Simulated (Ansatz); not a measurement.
Cost and result for the atomization energy of BGeH7Si, SMILES `[BH2][GeH2][SiH3]` (10 atoms, 9 bonds).

| atom | x (Å) | y (Å) | z (Å) |
| --- | --- | --- | --- |
| B1 | -0.8615 | -1.3280 | 1.1890 |
| Ge2 | 0.3918 | -0.8469 | -0.3473 |
| Si3 | 0.2944 | 1.5367 | -0.5517 |
| H4 | -2.0227 | -1.5227 | 0.9884 |
| H5 | -0.4631 | -1.3391 | 2.3149 |
| H6 | -0.0266 | -1.4288 | -1.7104 |
| H7 | 1.8664 | -1.2125 | -0.0950 |
| H8 | 1.2016 | 1.9906 | -1.6386 |
| H9 | -1.0918 | 1.9699 | -0.8710 |
| H10 | 0.7115 | 2.1810 | 0.7217 |

The species carries charge 0 and has multiplicity 1. Correlated methods include outer-core shells of Ge, which these sets cover unevenly. Scalar relativity is left out up to krypton. Geometry: relaxed with PBE0-D4/def2-TZVP. Program: Ansatz. All runs use 2 threads of an Intel Xeon Platinum 8259CL on a shared host. Times are those of one run each, without the atoms' runs, and a repeat can differ threefold. Electronic energies, without spin–orbit coupling; frozen cores. CCSD(T)/CBS adds CCSD(T) − MP2 in def2-TZVPP to the MP2 limit, and its time is that of the two runs behind it. T1 = 0.013. With those shells the extrapolation isn't a true limit.

CCSD(T)/CBS is a level of theory with its own doubt, some kJ/mol a heavy atom from the limit and from the frozen cores, so smaller differences don't rank the functionals.

| level | functions | wall time | atomization (kJ/mol) | difference from CCSD(T)/CBS | per bond |
| --- | --- | --- | --- | --- | --- |
| LDA (SPW92)/def2-TZVPP | 219 | 1.8 s | 3139.2 | 289.6 | 32.2 |
| BLYP-D4/def2-TZVPP | 219 | 3.2 s | 2805.6 | -44.0 | -4.9 |
| revPBE-D4/def2-TZVPP | 219 | 3.4 s | 2774.0 | -75.6 | -8.4 |
| PBE0-D4/def2-TZVPP | 219 | 4.5 s | 2816.9 | -32.7 | -3.6 |
| CCSD(T)/def2-SVP | 99 | 5.5 s | 2682.0 | -167.6 | -18.6 |
| r2SCAN-D4/def2-TZVPP (with forces) | 219 | 6 s | 2856.7 | 7.1 | 0.8 |
| CAM-B3LYP-D4/def2-TZVPP | 219 | 6 s | 2856.0 | 6.4 | 0.7 |
| B2PLYP/def2-TZVPP | 219 | 8 s | 2809.2 | -40.4 | -4.5 |
| B97M-V/def2-TZVPP | 219 | 13 s | 2877.6 | 28.0 | 3.1 |
| ωB97M-V/def2-TZVPP (with forces) | 219 | 17 s | 2838.0 | -11.6 | -1.3 |
| MP2/def2-QZVPP | 426 | 30 s | 2791.8 | -57.8 | -6.4 |
| CCSD(T)/def2-TZVPP | 219 | 86 s | 2796.1 | -53.5 | -5.9 |
| CCSD(T)/CBS(def2) | – | 120 s | 2849.6 | 0.0 | 0.0 |

From r2SCAN to r2SCAN0 (25 % exact exchange), in def2-TZVPP and without D4, the atomization energy moves by −15.2 kJ/mol: exact exchange takes away binding that semilocal exchange gives to molecules. The D4 term adds +29.3 kJ/mol with B3LYP and +15.4 kJ/mol with PBE0; it sums over pairs of atoms, weighted by their polarisabilities, and B3LYP, whose exchange is more repulsive, gets the larger term. Leaving LDA and LC-ωPBE aside and taking each functional with its dispersion term where it has one, the values spread over 103.5 kJ/mol, from revPBE-D4 to B97M-V. LDA lies +342.5 kJ/mol from PBE without D4, its usual overbinding.

B3LYP here is the variant with VWN-RPA as its local correlation; programs differ in this.
